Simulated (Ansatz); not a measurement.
One change: `C[Si]1(N)C[SiH2]1` becomes `C[Si]1(Cl)C[SiH2]1`.

Ansatz, PBE0-D4/def2-TZVP geometries, multiplicity 1. Each molecule was computed in one conformer, which needn't be the lowest.

```
                                          property  `C[Si]1(N)C[SiH2]1`
                 LUMO energy (PBE/def2-TZVPP) / eV                -1.30
               LUMO energy (B3LYP/def2-TZVPP) / eV                -0.66
                 HOMO energy (PBE/def2-TZVPP) / eV                -4.78
size of the dipole moment (ωB97M-V/def2-TZVPP) / D                 3.20
             HOMO energy (ωB97M-V/def2-TZVPP) / eV                -7.78
              HOMO–LUMO gap (PBE0/def2-TZVPP) / eV                 5.27
```

Give the same properties after the change, and the shifts. (Estimate.)

The calculation gave: 
```tsv
property	`C[Si]1(Cl)C[SiH2]1`	shift
LUMO energy (PBE/def2-TZVPP) / eV	-1.98	-0.68
LUMO energy (B3LYP/def2-TZVPP) / eV	-1.31	-0.65
HOMO energy (PBE/def2-TZVPP) / eV	-5.31	-0.53
size of the dipole moment (ωB97M-V/def2-TZVPP) / D	2.31	-0.89
HOMO energy (ωB97M-V/def2-TZVPP) / eV	-8.30	-0.52
HOMO–LUMO gap (PBE0/def2-TZVPP) / eV	5.14	-0.13
```

With PBE0 the HOMO falls by 0.54 eV and the LUMO falls by 0.67 eV, so the gap narrows by about 0.13 eV. PBE moves the HOMO by -0.53 eV and ωB97M-V by -0.52 eV. Dipoles are sizes alone; their direction can turn.

B3LYP here is the variant with VWN-RPA as its local correlation; programs differ in this.
